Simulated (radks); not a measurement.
Q: The gadolinium ion Gd11+ is in [Kr] 4d10 4f4 5s2 5p1. Method: scalar-relativistic Kohn-Sham, BLYP, spin-polarised, spherical densities, finite nucleus; Fermi nuclear charge, rms radius of each element as measured or else 0.836 A^(1/3) + 0.57 fm; computed with a radial shooting solver on a logarithmic mesh with Libxc functionals. Open shells are filled with parallel spins first. One electron is removed from 4f, 4d, 5s, 5p in turn, with full relaxation. Which removal costs least, and what does each cost?

A: 5p 195.16 eV; 4f 214.18 eV; 5s 221.92 eV; 4d 354.46 eV. The 5p electron leaves first.
